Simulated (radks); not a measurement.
The numbers below are computed, except where a source is named.
Question: The mean radii <r> (bohr) of the occupied orbitals of an atom or ion are listed with their occupations. Level of theory: scalar-relativistic Kohn-Sham, r2SCAN, spin-polarised, spherical densities, finite nucleus; meta-GGA in the generalised Kohn-Sham scheme; Fermi nuclear charge, rms radius of each element as measured or else 0.836 A^(1/3) + 0.57 fm (a radial shooting solver on a logarithmic mesh with Libxc functionals).

orbital  occ.      <r>
1s down     1  0.03040
1s up       1  0.03040
2s up       1   0.1316
2s down     1   0.1316
2p up       3   0.1149
2p down     3   0.1149
3s up       1   0.3574
3s down     1   0.3574
3p up       3   0.3564
3p down     3   0.3564
3d up       5   0.3345
3d down     5   0.3346
4s up       1   0.8741
4s down     1   0.8733
4p up       3   0.9450
4p down     3   0.9448
4d up       5    1.145
4d down     3    1.152

Name the element and its charge. Open shells, if any, are filled with parallel spins first.

Answer: Z = 48, cadmium, charge +4: Cd4+ in [Kr] 4d8. The 1s radius gives Z: for a bare nucleus <r> = (2 gamma + 1)/(2Z) with gamma = sqrt(1 - (Z/c)^2), 0.02993 bohr for Z = 48, and screening makes it slightly larger (0.03040 here). The occupations add up to 44, and the charge is Z minus that.
